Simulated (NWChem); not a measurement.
CH$_{7}$NSn; SMILES [CH3][SnH2][NH2]

```xyz
10

Sn    -0.2932    -0.0405     0.0000
C      0.8152     1.8120     0.0000
N      0.8691    -1.7312     0.0000
H     -1.2555    -0.1538     1.4167
H     -1.2555    -0.1538    -1.4167
H      1.4511     1.8771     0.8946
H      0.1181     2.6629     0.0000
H      1.4511     1.8771    -0.8946
H      1.4715    -1.8020    -0.8184
H      1.4715    -1.8020     0.8184
```
Atoms are numbered in this order, from 1.

Level: PBE0/def2-SVP with def2 effective core potentials on Sn (NWChem), optimised geometry, unscaled harmonic frequencies. def2 effective core potentials on Sn; no spin-orbit coupling.

List the harmonic frequencies with IR intensities, and the thermochemistry.


```csv
frequency (cm⁻¹),IR intensity (km/mol)
87,0.1
122,29.4
154,5.7
343,35.4
516,7.1
530,7.5
531,161.5
585,58.6
657,118.5
700,82.9
765,82.5
778,39.0
860,28.7
1211,3.0
1432,2.3
1432,2.8
1543,9.7
1927,135.2
1931,215.9
3068,6.3
3183,2.6
3187,2.7
3548,7.1
3647,9.7
```

zero-point energy: 46.8 kcal/mol
thermal correction to the enthalpy at 298.15 K (with zero-point energy): 51.5 kcal/mol
heat capacity Cv: 22.2 cal/(mol K)
entropy at 298.15 K and 1 atm (symmetry number 1): 80.2 cal/(mol K)

Rigid rotor and harmonic oscillator; modes under 100 cm⁻¹ make the entropy uncertain.
